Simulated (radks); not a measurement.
Task: Numerical settings for the cadmium ion Cd3+, [Kr] 4d9. Method: scalar-relativistic Kohn-Sham, LDA (Slater exchange, Perdew-Wang correlation), spin-polarised, spherical densities, finite nucleus; open shells are filled with parallel spins first (spin-orbit coupling, left out, can overturn this in heavy ions); Fermi nuclear charge, rms radius 4.6087 fm; computed with a radial shooting solver on a logarithmic mesh with Libxc functionals. The defaults (mesh step 0.008 in ln r, mesh end at 40 bohr or more with all orbitals vanishing there, Anderson mixing 0.5 over 9 steps, residual threshold near 1e-9 with the energy settled to 1e-9 hartree or 1e-11 of itself, here a cap of 94 iterations) give E = -5587.0891 hartree and 4d at -45.682 eV in 14 iterations. Run on one thread of a shared host, so times are rough (Arm Neoverse V2): 0.16 s of CPU time, 0.16 s wall, 14 iterations on 2189 mesh points. One setting is changed at a time: mesh step in ln r 0.005; mesh step in ln r 0.12; mesh step in ln r 0.03; mesh end (bohr) 1; mesh end (bohr) 8; residual threshold 1e-13; residual threshold 0.001; mixing 1.5; linear mixing, mixing 0.2; linear mixing, mixing 1; mixing history 3; iteration cap 2. Which runs fail to converge, and which converge to a wrong energy?

Result: Not converged within the cap: mesh step in ln r 0.12; linear mixing, mixing 1; iteration cap 2. Settled on a wrong energy, with an occupied level pushed above zero by the early mesh end: mesh end (bohr) 1 (+139 hartree). Apart from these: no run marked as converged misses the energy by more than 1 mhartree.
